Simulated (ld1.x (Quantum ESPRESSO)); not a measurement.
**An all-electron radial function and its pseudo partner (silicon (Si))**

Columns: radius, all-electron u(r) and pseudo u(r) of the 3s shell (level -10.77 eV) of silicon in the configuration [Ne] 3s2 3p2; PBE, non-relativistic, TM scheme, ld1.x (Quantum ESPRESSO) 7.5.

```
r (bohr)  all-electron  pseudo
   0.098        0.1278  0.0298
   0.195       -0.1166  0.0597
   0.292       -0.2899  0.0904
   0.390       -0.3380  0.1228
   0.488       -0.2895  0.1570
   0.585       -0.1857  0.1937
   0.682       -0.0559  0.2343
   0.780        0.0816  0.2806
   0.878        0.2131  0.3335
   0.975        0.3307  0.3928
   1.072        0.4326  0.4578
   1.170        0.5187  0.5256
   1.268        0.5886  0.5895
   1.365        0.6430  0.6430
   1.463        0.6840  0.6840
   1.560        0.7122  0.7122
   1.658        0.7294  0.7294
   1.755        0.7369  0.7369
   1.852        0.7362  0.7362
   1.950        0.7285  0.7285
   2.047        0.7153  0.7153
   2.145        0.6974  0.6974
   2.242        0.6761  0.6761
   2.340        0.6519  0.6519
   2.438        0.6258  0.6258
   2.535        0.5986  0.5986
```

How many radial nodes do the two functions have?

The all-electron 3s function has n − l − 1 = 2; the pseudo-wave has 0, since the states of the same l below it are removed with the core.

At about which radius was the pseudo-wave matched?

1.45 bohr, where the columns begin to agree (steps of 0.10 bohr).

Is the pseudo-wave norm-conserving?

Yes: the TM scheme keeps the norm inside the radius equal to the all-electron one, which fixes the energy derivative of the logarithmic derivative at the level.
